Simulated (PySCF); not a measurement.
fulvene (C₆H₆), SMILES C=C1C=CC=C1.

Coordinates come from a PBE0-D3(BJ)/def2-SVP optimisation.

Two levels are set side by side: PBE/def2-TZVP (PySCF) and HF/def2-TZVP (PySCF). Same geometry, gas phase. Differences are taken from unrounded values.

```json
[
 {"quantity": "orbital gap (eV)", "HF": "10.07"},
 {"quantity": "highest occupied level (eV)", "HF": "-8.39"},
 {"quantity": "lowest empty level (eV)", "HF": "1.68"},
 {"quantity": "dipole moment (D)", "HF": "0.51"},
 {"quantity": "mean polarisability (bohr³)", "HF": "70.8"}
]
```

Q: What does PBE give, and how far is it from HF? (The exact figures need the calculation; the answer reports its results.)

A: 
| quantity | PBE | PBE minus HF |
|---|---|---|
| orbital gap (eV) | 2.51 | -7.56 |
| highest occupied level (eV) | -5.34 | 3.05 |
| lowest empty level (eV) | -2.83 | -4.51 |
| dipole moment (D) | 0.59 | 0.08 |
| mean polarisability (bohr³) | 70.8 | 0.0 |

Without exact exchange PBE keeps part of each electron's self-repulsion, which lifts occupied levels and narrows the gap. Differences between two approximate levels are no errors against the true value.

Rough cost on one machine, each run with all the roots and properties that it gave: HF against PBE about 1/3.
